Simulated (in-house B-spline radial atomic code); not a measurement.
Successive ionisation energies of erbium; each step leads to the configuration of the next row (after the last: bare). Dirac energy differences include first-order Breit, QED and recoil terms. NIST's values go from ground level to ground level; the uncertainty of those that are theory runs from under 0.1 % in few-electron ions to several per cent in heavy many-electron ones. Computed with an all-electron radial atomic-structure program (B-spline basis): Dirac-Hartree-Fock, jj configuration that fills j = l - 1/2 first, finite nuclei.

A number in brackets counts the electrons of a j subshell.

```csv
ion,configuration,ionisation energy (eV),tabulated value (eV),tabulated kind,computed minus tabulated (eV),highest orbital,largest mean radius (bohr)
Er57+,[Ne] 3s1,5814.9,5815,tabulated theory,0,3s1/2,0.20291
Er58+,[He] 2s2 2p6,12917.7,12918,tabulated theory,0,2p3/2,0.08432
Er59+,[He] 2s2 2p1/2(2) 2p3/2(3),?,?,tabulated theory,?,?,?
Er60+,[He] 2s2 2p1/2(2) 2p3/2(2),?,?,tabulated theory,?,?,?
Er61+,[He] 2s2 2p1/2(2) 2p3/2(1),13854.7,13855,tabulated theory,0,2p3/2,0.083176
Er62+,[He] 2s2 2p1/2(2),15144.6,15146,tabulated theory,-1,2p1/2,0.082799
Er63+,[He] 2s2 2p1/2(1),?,?,tabulated theory,?,?,?
Er64+,[He] 2s2,15970.9,15971,tabulated theory,0,2s1/2,0.081967
Er65+,[He] 2s1,16274.0,16274.56,tabulated theory,-1,2s1/2,0.081592
Er66+,1s2,65844.1,65848.24,tabulated theory,-4,1s1/2,0.020253
Er67+,1s1,67241.1,67241.48,tabulated theory,0,1s1/2,0.020126
```

Problem. Fill in the row of Er59+.

Solution. ionisation energy (eV): 13226.9; tabulated value (eV): 13217; computed minus tabulated (eV): 10; highest orbital: 2p3/2; largest mean radius (bohr): 0.083936.

Problem. Fill in the row of Er60+.

Solution. ionisation energy (eV): 13539.2; tabulated value (eV): 13548; computed minus tabulated (eV): -9; highest orbital: 2p3/2; largest mean radius (bohr): 0.083555.

Problem. Fill in the row of Er63+.

Solution. ionisation energy (eV): 15511.5; tabulated value (eV): 15511; computed minus tabulated (eV): 0; highest orbital: 2p1/2; largest mean radius (bohr): 0.082382.

Problem. Where is the largest jump?

Solution. From Er65+ to Er66+, by a factor of 4.05 (16274 to 65844 eV); the highest orbital goes from 2s1/2 to 1s1/2.
